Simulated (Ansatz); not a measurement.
`C[BH][AlH][AlH2]` + `C[CH2][AlH2]` → `C[BH][AlH2]` + `C[CH2][AlH][AlH2]`  (redistribution)

Isolated molecules relaxed with PBE0-D4/def2-TZVP in Ansatz; ΔE leaves out vibrations. CCSD(T)/CBS adds triple-zeta CCSD(T) − MP2 to the extrapolated MP2 energy (def2 sets, frozen cores). Functionals use def2-TZVPP. One conformer a species, not always the lowest.

```json
{"level": "ωB97M-V", "ΔE (eV)": "0.06"}
{"level": "revPBE", "ΔE (eV)": "0.10"}
{"level": "r2SCANh", "ΔE (eV)": "0.09"}
{"level": "SCS-MP2/def2-TZVPP", "ΔE (eV)": "0.05"}
```

Q: What does CCSD(T)/CBS give? (An estimate is asked.)

A: Computed: +0.06 eV. The listed levels differ from it by 0.00, 0.04, 0.03, -0.01 eV.

Q: What do rigid-rotor, harmonic-oscillator terms from PBE0-D4/def2-TZVP frequencies (298.15 K, 1 bar) make of the CCSD(T)/CBS value? (An estimate is asked.)

A: The calculation gave: ΔZPE = 0.00 eV, ΔH = +0.05 eV, ΔS = -5 J/(mol·K), ΔG = +0.07 eV.

Largest T1 diagnostic among the species: 0.013.

Leaving LDA and LC-ωPBE aside and taking each functional with its dispersion term where it has one, the values, not all of them listed here, spread over 0.05 eV, from ωB97X-V to B97M-V. From BLYP to BHLYP (50 % exact exchange), in def2-TZVPP and without D4, ΔE moves by −0.03 eV.
